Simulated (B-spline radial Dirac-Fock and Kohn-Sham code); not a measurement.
## X-ray form factors of lead in several charge states

Method: Dirac-Fock orbitals of the configuration average with a finite nucleus. Computed with a radial B-spline solver.

Configurations: Pb⁴⁵⁺ [Kr] 4d1; Pb⁴⁹⁺ [Ar] 3d10 4s2 4p3; Pb⁵⁰⁺ [Ar] 3d10 4s2 4p2; Pb⁵¹⁺ [Ar] 3d10 4s2 4p1. The first column is f₀ of Pb⁴⁵⁺, the others are differences from it.

| s (Å⁻¹) | Pb⁴⁵⁺ | Δ Pb⁴⁹⁺ | Δ Pb⁵⁰⁺ | Δ Pb⁵¹⁺ |
| --- | --- | --- | --- | --- |
| 0 | 37.000 | -4.000 | -5.000 | -6.000 |
| 0.05 | 36.965 | -3.989 | -4.986 | -5.983 |
| 0.1 | 36.861 | -3.955 | -4.944 | -5.933 |
| 0.15 | 36.688 | -3.899 | -4.875 | -5.851 |
| 0.2 | 36.449 | -3.822 | -4.779 | -5.737 |
| 0.25 | 36.145 | -3.724 | -4.658 | -5.594 |
| 0.3 | 35.780 | -3.608 | -4.514 | -5.422 |
| 0.35 | 35.357 | -3.475 | -4.349 | -5.226 |
| 0.4 | 34.881 | -3.326 | -4.164 | -5.006 |
| 0.45 | 34.356 | -3.163 | -3.963 | -4.766 |
| 0.5 | 33.786 | -2.990 | -3.747 | -4.509 |
| 0.6 | 32.534 | -2.617 | -3.284 | -3.957 |
| 0.7 | 31.167 | -2.225 | -2.797 | -3.375 |
| 0.8 | 29.728 | -1.833 | -2.308 | -2.790 |
| 0.9 | 28.255 | -1.454 | -1.835 | -2.224 |
| 1 | 26.786 | -1.103 | -1.396 | -1.698 |
| 1.1 | 25.349 | -0.790 | -1.004 | -1.225 |
| 1.2 | 23.970 | -0.521 | -0.666 | -0.818 |
| 1.4 | 21.444 | -0.129 | -0.170 | -0.217 |
| 1.6 | 19.271 | +0.080 | +0.096 | +0.109 |
